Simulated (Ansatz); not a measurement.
A structure relaxed at PBE0-D4/def2-SVP in Ansatz, charge 0, singlet:

```tsv
atom	x (Å)	y (Å)	z (Å)
Zr1	-0.409	-0.163	-0.167
O2	1.238	0.497	0.508
H3	2.070	0.828	0.846
F4	-0.332	-2.062	-0.304
F5	-0.739	0.577	-1.891
F6	-1.828	0.324	1.007
```

(1) Give its formula, name or SMILES and point group.

(2) Summarise the bond lengths by kind (pairs closer than 1.2 times the sum of covalent radii, bridged metal pairs left out).

## Answers

(1) Zr(OH)F3 (ZrOF3H). Point group Cs (tolerance 0.1 Å).

(2) 3 × F–Zr 1.90 Å; 1 × O–Zr 1.90 Å; 1 × H–O 0.96 Å. The metal has 4 neighbours: O 1.90 Å, F 1.90 Å, F 1.90 Å, F 1.90 Å.

In the def2 sets Zr takes a core potential; there is no spin–orbit coupling.
